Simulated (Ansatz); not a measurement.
Cost and result for the atomization energy of C$_{4}$H$_{5}$F$_{3}$, SMILES `FC1CCC1(F)F` (12 atoms, 12 bonds).

```xyz
12

F     1.518    1.399    0.065
C     0.283    0.978   -0.356
C    -0.578    0.479    0.815
C    -0.156   -0.977    0.501
C     0.328   -0.479   -0.855
F    -0.600   -0.665   -1.829
F     1.500   -0.937   -1.316
H    -0.130    1.715   -1.047
H    -0.285    0.878    1.785
H    -1.639    0.663    0.649
H     0.685   -1.305    1.112
H    -0.925   -1.747    0.475
```

Charge 0, multiplicity 1. The structure was optimised at the PBE0-D4/def2-TZVP level. Program: Ansatz. All runs use 4 threads of an Intel Xeon Platinum 8259CL on a shared host. Times are those of one run each, without the atoms' runs, and a repeat can differ threefold. Electronic energies, without spin–orbit coupling; frozen cores. CCSD(T)/CBS adds CCSD(T) − MP2 in def2-TZVPP to the MP2 limit, and its time is that of the two runs behind it. T1 = 0.011.

CCSD(T)/CBS is a level of theory with its own doubt, some kJ/mol a heavy atom from the limit and from the frozen cores, so smaller differences don't rank the functionals.

| level | functions | wall time | atomization (kcal/mol) | difference from CCSD(T)/CBS | per bond |
| --- | --- | --- | --- | --- | --- |
| LDA (SPW92)/def2-TZVPP | 287 | 2 s | 1401.0 | 215.8 | 18.0 |
| revPBE-D4/def2-TZVPP | 287 | 2.8 s | 1192.5 | 7.3 | 0.6 |
| PBE0-D4/def2-TZVPP | 287 | 4 s | 1200.1 | 14.9 | 1.2 |
| BHLYP-D4/def2-TZVPP | 287 | 4.1 s | 1137.2 | -48.0 | -4.0 |
| r2SCAN-D4/def2-TZVPP (with forces) | 287 | 6 s | 1193.4 | 8.2 | 0.7 |
| r2SCANh-D4/def2-TZVPP | 287 | 6.5 s | 1183.5 | -1.7 | -0.1 |
| B2PLYP/def2-TZVPP | 287 | 8.5 s | 1173.3 | -11.9 | -1.0 |
| PBE-QIDH/def2-TZVPP | 287 | 8.5 s | 1186.8 | 1.6 | 0.1 |
| B97M-V/def2-TZVPP | 287 | 11 s | 1188.0 | 2.8 | 0.2 |
| CCSD(T)/def2-SVP | 123 | 14 s | 1136.0 | -49.2 | -4.1 |
| MP2/def2-QZVPP | 549 | 36 s | 1207.3 | 22.1 | 1.8 |
| CCSD(T)/def2-TZVPP | 287 | 6.3 min | 1155.9 | -29.3 | -2.4 |
| CCSD(T)/CBS(def2) | – | 6.9 min | 1185.2 | 0.0 | 0.0 |

The D4 term adds +8.6 kcal/mol with B3LYP and +4.5 kcal/mol with PBE0; it sums over pairs of atoms, weighted by their polarisabilities, and B3LYP, whose exchange is more repulsive, gets the larger term. From r2SCAN to r2SCAN0 (25 % exact exchange), in def2-TZVPP and without D4, the atomization energy moves by −24.2 kcal/mol: exact exchange takes away binding that semilocal exchange gives to molecules. In def2-TZVPP, CCSD(T) changes the Hartree–Fock value by +304.9 kcal/mol (the triples alone add +20.6 kcal/mol) and MP2 by +339.2 kcal/mol; breaking electron pairs costs correlation energy, which Hartree–Fock lacks.

B3LYP here is the variant with VWN-RPA as its local correlation; programs differ in this.
